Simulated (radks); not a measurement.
The numbers below are computed, except where a source is named.
Trend from Lu to Hg: ionisation energy by Delta-SCF between NIST ground configurations, and size. Level of theory: Dirac Kohn-Sham, PBE, spin-unpolarised, spherical densities, finite nucleus; open shells are shared between the two j in proportion to 2j + 1; Fermi nuclear charge, rms radius of each element as measured or else 0.836 A^(1/3) + 0.57 fm (a radial shooting solver on a logarithmic mesh with Libxc functionals).

species       configuration  IE (eV)  NIST (eV)  kind  outermost  <r> outermost (bohr)  r at 0.001 e/bohr^3 (bohr)
Lu        [Xe] 4f14 5d1 6s2    5.260      5.426  exp.      6s1/2                  3.65                        5.06
Hf        [Xe] 4f14 5d2 6s2    6.502      6.825  exp.      6s1/2                  3.45                        4.99
Ta        [Xe] 4f14 5d3 6s2    8.469      7.550  exp.      6s1/2                  3.30                        4.89
W         [Xe] 4f14 5d4 6s2    8.886      7.864  exp.      6s1/2                  3.18                        4.79
Re        [Xe] 4f14 5d5 6s2    9.251      7.834  exp.      6s1/2                  3.07                        4.70
Os        [Xe] 4f14 5d6 6s2    9.581      8.438  exp.      6s1/2                  2.98                        4.61
Ir        [Xe] 4f14 5d7 6s2    9.884      8.967  exp.      6s1/2                  2.90                        4.53
Pt        [Xe] 4f14 5d9 6s1    9.204      8.959  exp.      6s1/2                  2.93                        4.36
Au       [Xe] 4f14 5d10 6s1    9.420      9.226  exp.      6s1/2                  2.87                        4.28
Hg                     [Hg]   10.694     10.438  exp.      6s1/2                  2.70                        4.31

Reference values: NIST Atomic Spectra Database (exp. = measured, semi-emp. = semi-empirical, theory = theoretical value adopted there). Spin polarisation and multiplet splitting are left out, so open shells lie too high by an amount that depends on their filling. Sharing an open shell by 2j + 1 raises it above the true ground level by a part of the spin-orbit splitting, which enters the differences from NIST.

Beside tabulated values, note that spin-unpolarised runs miss the spin-polarisation part of the exchange energy of open shells.
